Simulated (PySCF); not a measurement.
**Where the electron goes**

Compound: C₉H₇Cl.
Geometry (PBE0-D3(BJ)/def2-SVP, Å), atoms numbered from 1 in this order:
```xyz
17
C9H7Cl angstrom
C     -3.0101   -1.9674   -0.6974
C     -2.4317   -0.9677   -0.3351
C     -1.7297    0.2222    0.0948
C     -2.2372    1.4870   -0.3923
C     -2.6507    2.5497   -0.7987
C     -1.0953    0.2085    1.5162
C     -0.2642    0.1111    0.3345
C      0.9180   -0.0126   -0.2454
C      2.1907   -0.0756    0.5219
Cl     3.0796   -1.5988    0.1779
H     -3.5217   -2.8547   -1.0215
H     -3.0225    3.4897   -1.1624
H     -1.1414    1.1554    2.0639
H     -1.2792   -0.6917    2.1120
H      0.9803   -0.0651   -1.3374
H      2.0099   -0.0358    1.6041
H      2.8691    0.7436    0.2429
```

Computed, not measured: PySCF, TDDFT wB97X-D/def2-SVPD, vertical, gas phase, core orbitals frozen in the response.

Frontier orbitals with the atoms that hold most of them (Löwdin shares over 4%, at most four atoms; ? is withheld):

```
orbital  ε (eV)                           atoms
 LUMO+2    2.06   C5 14%, C4 11%, C1 10%, C2 9%
 LUMO+1    1.82  C5 14%, C6 13%, C1 13%, C4 11%
   LUMO    0.84                               ?
   HOMO   -9.16                               ?
 HOMO-1   -9.63    C8 23%, C7 23%, C5 9%, C4 9%
 HOMO-2   -9.99  C2 23%, C1 22%, C4 20%, C5 19%
 HOMO-3  -10.22  C4 18%, C5 18%, C2 14%, C1 14%
```

**Question.** Give the leading atoms of the LUMO.

**Answer.** C7 (bonded to 3 C) 23%; C8 (bonded to 2 C and H) 21%; Cl10 (bonded to C) 14%; C9 (bonded to C, Cl and 2 H) 9%. By element: carbon 53% or more, chlorine 14%.

**Question.** Which atoms hold the HOMO, and with what shares?

**Answer.** C1 (bonded to C and H) 19%; C5 (bonded to C and H) 17%; C2 (bonded to 2 C) 14%; C4 (bonded to 2 C) 12%.

**Question.** The HOMO–LUMO gap is 9.99 eV. Where does the response calculation put the lowest singlet, and from which orbitals?

**Answer.** S1 is at 5.69 eV (f = 0.0044), 4.30 eV below the gap, made of HOMO→LUMO (86%). Without the coupling terms of the response equations the lowest excitation would equal the gap.

Next come S2 at 5.99 eV (f 0.0038), HOMO→LUMO+1 (48%), HOMO→LUMO+3 (22%); S3 at 6.45 eV (f 0.019), HOMO-1→LUMO+1 (26%), HOMO-4→LUMO+1 (13%); S4 at 6.50 eV (f 0.164), HOMO→LUMO+2 (27%), HOMO-2→LUMO (17%), HOMO→LUMO+1 (11%); S5 at 6.52 eV (f 0.041), HOMO-3→LUMO (41%), HOMO-2→LUMO+2 (9%).

On one thread, Intel Xeon 6975P-C (x86_64), on a shared host, this took 63 s wall and 1.2 GiB of memory at its peak.

One conformer stands for the species.
